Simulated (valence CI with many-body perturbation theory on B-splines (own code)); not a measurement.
# Hg⁴¹⁺: key properties

Computed by valence CI with perturbative core correlation (CI+MBPT): three valence electrons over a frozen Dirac-Fock core [Kr], a basis of 7 s, 7 p, 8 d, 6 f, 4 g, 1 h functions for each j, with the one-electron correlation potential Σ1, the two-electron term Σ2, the three-electron term Σ3, Breit, model QED; selected CI, second order for the rest, scaled by the run's own slope (own B-spline code, finite nucleus).

No measured spectrum was set against this ion. As an estimate, large intervals hold to a few tenths of a per cent, small ones and those within an open d or f shell to about a per cent. Only levels of the ground parity were solved; by the run's estimate the other parity begins above the list, which can be wrong where configurations are misplaced.

Levels are named by their leading jj configuration (3d3/2^4 stands for four electrons in 3d with j = 3/2), which in mixed levels can hold well under half, so a name can repeat and another be missing.

Rates and lifetimes use the calculated energies. Strong lines usually hold to 10 to 20 %, long lifetimes can be off by a factor of two.

Q: What is the ground level?

A: (4d3/2^3) J=3/2, composition 46 % 4d³ ⁴F + 38 % 4d³ ²D + 11 % 4d³ ²P, g = 0.716.

Q: How well does LS coupling describe the low levels?

A: Among the lowest 19 levels the leading LS term, summed over configurations, holds 56 % on average. For single configurations the figures are 56 % in LS and 98 % in jj coupling. Terms mix most in the J = 3/2 level at 216950 cm⁻¹, where the leading one holds 39 %.

Q: Name the longest-lived excited levels whose lifetime is computed, and their main decay.

A: (4d3/2^2 4d5/2) J=9/2 at 234120 cm⁻¹ lives 39.8 s, mostly by M1 to (4d3/2^2 4d5/2) J=7/2.

Q: What is the ionisation energy?

A: 1989.8 eV; NIST lists 1989 ± 4 eV (theoretical).
